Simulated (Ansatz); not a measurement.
Program: Ansatz. Geometries: PBE0-D4/def2-TZVP. ΔE: electronic, gas phase. CCSD(T)/CBS adds triple-zeta CCSD(T) − MP2 to the extrapolated MP2 energy (def2 sets, frozen cores). Double bonds are as drawn, so ΔE can hold a change between cis and trans. Functionals use def2-TZVPP. B3LYP here is the variant with VWN-RPA as its local correlation; programs differ in this. For Ge outer-core shells are correlated without core-valence functions, which leaves a few kJ/mol of doubt a bond. Scalar relativity is left out up to krypton.

Consider the formal exchange of groups at the Si–N bond: `F/C=N/[SiH3]` + `[CH3][Ge]([CH3])([F])[F]` → `[CH3][Ge]([F])([F])[SiH3]` + `C/N=C\F`.

| level | ΔE (kJ/mol) | difference from CCSD(T)/CBS |
| --- | --- | --- |
| PBE0-D4 | 88.4 | -14.0 |
| B3LYP-D4 | 93.2 | -9.2 |
| ωB97X-V | 97.0 | -5.4 |
| ωB97M-V | 102.9 | 0.5 |
| B2PLYP | 101.6 | -0.8 |
| PBE | 79.4 | -23.0 |
| r2SCAN | 95.9 | -6.5 |
| PBE0 | 88.5 | -13.9 |
| B3LYP | 93.2 | -9.2 |
| HF/def2-TZVPP | 112.9 | 10.5 |
| CCSD/def2-TZVPP | 104.3 | 1.9 |
| MP2/def2-QZVPP | 114.6 | 12.2 |
| SCS-MP2/def2-QZVPP | 111.0 | 8.6 |
| HF/CBS(def2) | 113.9 | 11.5 |
| MP2/CBS(def2) | 114.2 | 11.8 |
| CCSD/CBS(def2) | 104.0 | 1.6 |
| CCSD(T)/CBS | 102.4 | 0 |

Largest T1 diagnostic among the species: 0.014.

From PBE to PBE0 (25 % exact exchange), in def2-TZVPP and without D4, ΔE moves by +9.2 kJ/mol.
